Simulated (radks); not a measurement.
Question: Sc+, configuration [Ar] 3d1 4s1. All-electron calculation, non-relativistic Kohn-Sham, TASK exchange with Perdew-Wang LDA correlation, spin-polarised, spherical densities, point nucleus; open shells are filled with parallel spins first; meta-GGA in the generalised Kohn-Sham scheme. Program: a radial shooting solver on a logarithmic mesh with Libxc functionals. Some entries of the table are withheld. Estimate them.

orbital  occ.  eigenvalue (hartree)  <1/r> (bohr^-1)  <r> (bohr)
1s up       1             -161.6487            20.50     0.07375
1s down     1             -161.6478            20.50     0.07375
2s up       1             -17.83954            4.263      0.3460
2s down     1             -17.82419            4.266      0.3457
2p up       3             -14.76914            4.186      0.3084
2p down     3             -14.75785            4.189      0.3081
3s up       1              -2.38815            1.286       1.089
3s down     1              -2.33683            1.285       1.088
3p up       3              -1.57999            1.165         (1)
3p down     3              -1.52940            1.169         (2)
4s up       1              -0.38724           0.3831       3.382
3d up       1                   (3)           0.8085         (4)

Answer: 
(1) 3p up <r> (bohr): 1.174
(2) 3p down <r> (bohr): 1.165
(3) 3d up eigenvalue (hartree): -0.37183
(4) 3d up <r> (bohr): 1.687
